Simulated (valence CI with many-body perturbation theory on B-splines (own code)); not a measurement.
**Questions on Ho LIV**

Method: configuration interaction combined with many-body perturbation theory (CI+MBPT): four valence electrons over a frozen Dirac-Fock core [Ne], a basis of 11 s, 11 p, 9 d, 7 f, 5 g, 2 h, 1 i functions for each j, with the one-electron correlation potential Σ1, the two-electron term Σ2, the three-electron term Σ3, Breit, model QED; selected CI, second order for the rest (own B-spline code, finite nucleus).

No measured spectrum was set against this ion. As an estimate, large intervals hold to a few tenths of a per cent, small ones and those within an open d or f shell to about a per cent.

Levels are named by their leading jj configuration (3d3/2^4 stands for four electrons in 3d with j = 3/2), which in mixed levels can hold well under half, so a name can repeat and another be missing.

Rates and lifetimes use the calculated energies. Strong lines usually hold to 10 to 20 %, long lifetimes can be off by a factor of two.

What is the ground level?

(3s^2 3p1/2^2) J=0, composition 70 % 3s²3p² ³P + 30 % 3s²3p² ¹S.

What is the ionisation energy?

5137.2 eV; NIST lists 5135 ± 5 eV (theoretical).

What are the static dipole polarisabilities of the lowest levels?

(3s^2 3p1/2^2) J=0 0.00396 bohr³, of which the core gives 7.04e-05.

Name the longest-lived excited levels whose lifetime is computed, and their main decay.

(3s^2 3p1/2 3p3/2) J=2 at 16.339 Ry lives 1.44 μs, mostly by E2 to (3s^2 3p1/2^2) J=0; (3s^2 3p1/2 3p3/2) J=1 at 15.725 Ry lives 15.8 ns, mostly by M1 to (3s^2 3p1/2^2) J=0; (3s^2 3p3/2 3d5/2) J=4 at 50.309 Ry lives 13.8 ns, mostly by M1 to (3s^2 3p1/2 3d5/2) J=3.

Where does the other parity begin?

At (3s 3p1/2^2 3p3/2) J=2, 26.279 Ry.

How well does LS coupling describe the low levels?

Among the lowest 20 levels the leading LS term, summed over configurations, holds 58 % on average. For single configurations the figures are 56 % in LS and 93 % in jj coupling. Terms mix most in the J = 2 level at 41.261 Ry, where the leading one holds 29 %.
